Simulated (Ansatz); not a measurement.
Calculated with Ansatz (gas phase, PBE0-D4/def2-TZVP geometries, no zero-point term in ΔE). CBS: MP2 limit from def2 TZ/QZ plus the TZ coupled-cluster correction, frozen cores. DFT in def2-TZVPP. For Ga outer-core shells are correlated without core-valence functions, which leaves a few kJ/mol of doubt a bond. Scalar relativity is left out up to krypton. One conformer a species, not always the lowest.

`BN[SiH2]F` + `F[CH2][GaH][F]` → `FC[SiH2]F` + `B[NH][GaH][F]`  (redistribution)

| level | ΔE (kJ/mol) | difference from CCSD(T)/CBS |
| --- | --- | --- |
| ωB97X-V | 11.5 | -0.1 |
| ωB97M-V | 14.2 | 2.6 |
| B2PLYP | 11.6 | 0.0 |
| BLYP | 14.3 | 2.7 |
| r2SCAN | 11.8 | 0.2 |
| r2SCAN0 | 12.2 | 0.6 |
| BHLYP | 13.7 | 2.1 |
| HF/def2-SVP | 8.6 | -3.0 |
| CCSD(T)/def2-SVP | 3.9 | -7.7 |
| HF/def2-QZVPP | 11.4 | -0.2 |
| CCSD(T)/CBS | 11.6 | 0 |

(1) What do rigid-rotor, harmonic-oscillator terms from PBE0-D4/def2-TZVP frequencies (298.15 K, 1 bar) make of the CCSD(T)/CBS value? (Estimate.)

Largest T1 diagnostic among the species: 0.014.

Results:

(1) The calculation gave: ΔZPE = -0.5 kJ/mol, ΔH = +10.9 kJ/mol, ΔS = -5 J/(mol·K), ΔG = +12.3 kJ/mol.

At CCSD(T), def2-SVP lies −7.7 kJ/mol from the extrapolated value and def2-TZVPP −2.9 kJ/mol. Leaving LDA and LC-ωPBE aside and taking each functional with its dispersion term where it has one, the values, not all of them listed here, spread over 3.8 kJ/mol, from PBE-QIDH to BLYP-D4.
